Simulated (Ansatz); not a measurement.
Start from `BCC(=N)N` and change one atom or group to get `N=C(N)Cl`.

Ansatz, PBE0-D4/def2-TZVP geometries, multiplicity 1. Each molecule was computed in one conformer, which needn't be the lowest.

```csv
property,`BCC(=N)N`
HOMO–LUMO gap (B3LYP/def2-TZVPP) / eV,4.99
size of the dipole moment (B3LYP/def2-TZVPP) / D,2.90
HOMO–LUMO gap (ωB97M-V/def2-TZVPP) / eV,9.67
HOMO energy (PBE/def2-TZVPP) / eV,-5.72
HOMO energy (B3LYP/def2-TZVPP) / eV,-6.80
HOMO–LUMO gap (PBE/def2-TZVPP) / eV,3.14
```

Problem. Give the same properties after the change, and the shifts. (An estimate is asked.)

Solution. Ansatz gave: 
| property | `N=C(N)Cl` | shift |
| --- | --- | --- |
| HOMO–LUMO gap (B3LYP/def2-TZVPP) / eV | 7.58 | 2.59 |
| size of the dipole moment (B3LYP/def2-TZVPP) / D | 1.88 | -1.02 |
| HOMO–LUMO gap (ωB97M-V/def2-TZVPP) / eV | 12.22 | 2.55 |
| HOMO energy (PBE/def2-TZVPP) / eV | -6.27 | -0.55 |
| HOMO energy (B3LYP/def2-TZVPP) / eV | -7.35 | -0.55 |
| HOMO–LUMO gap (PBE/def2-TZVPP) / eV | 5.73 | 2.59 |

With PBE0 the HOMO falls by 0.56 eV and the LUMO rises by 2.08 eV, so the gap widens by about 2.64 eV. PBE moves the HOMO by -0.55 eV and ωB97M-V by -0.53 eV. Dipoles are sizes alone; their direction can turn.

B3LYP here is the variant with VWN-RPA as its local correlation; programs differ in this.
